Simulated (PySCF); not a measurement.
Molecule: SMILES CC(C)c1cccc(C#N)c1 (C10H11N), singlet. Atoms near the plane z = 0.0 Å, at the GFN2-xTB optimised geometry (x, y, z in Å): C2 (-2.2, -1.5, 0.0), C4 (-1.4, -0.2, 0.0), C5 (-2.1, 1.0, 0.0), C6 (-1.4, 2.2, 0.0), C7 (0.0, 2.2, 0.0), C8 (0.7, 1.0, 0.0), C9 (2.1, 1.0, 0.0), N10 (3.2, 1.0, 0.0), C11 (0.0, -0.2, 0.0), H15 (-3.2, -1.2, 0.0), H19 (-3.1, 1.1, 0.0), H20 (-1.9, 3.2, 0.0), H21 (0.6, 3.2, 0.0), H22 (0.5, -1.1, 0.0).

Calculation: PBE/def2-SVP (PySCF). Cells within 0.4 Å of a nucleus heavier than hydrogen are left out (blank, or x). The values are rescaled to run from 0 to 1.

```
|6666666666666666666666666|
|6666666666666666666666666|
|6666666666666666666666666|
|6666666666666666666666666|
|6666666666666666666666666|
|6666666606776066666666666|
|6666666634664266666666666|
|666666676x21x676666666666|
|6666666738668377667776666|
|6666655x76776595694x57666|
|6666603xx7777xx3xx0x07666|
|6666666635775366666666666|
|666666675x23x576667766666|
|666666673x44x466666666666|
|6666656536775066666666666|
|6666602xx7666566666666666|
|6666666x57666666666666666|
|6666666777666666666666666|
|6666666666666666666666666|
|6666666666666666666666666|
|6666666666666666666666666|
|6666666666666666666666666|
|6666666666666666666666666|
|6666666666666666666666666|
|6666666666666666666666666|
```
Scale: ten equal steps from 0.000 (start of '0') to 1.00 (end of '9'), in the order '0123456789'; x runs from -5.50 to 5.50, y from -5.50 (bottom) to 5.50 (top).

Which quantity is mapped?
A. Laplacian of the electron density
B. deformation density (molecule minus spherical neutral atoms)
C. electrostatic potential
D. electron localisation function

A, Laplacian of the electron density. In full: Laplacian of the electron density (e/bohr⁵), clipped to [-1.50, 1.50].
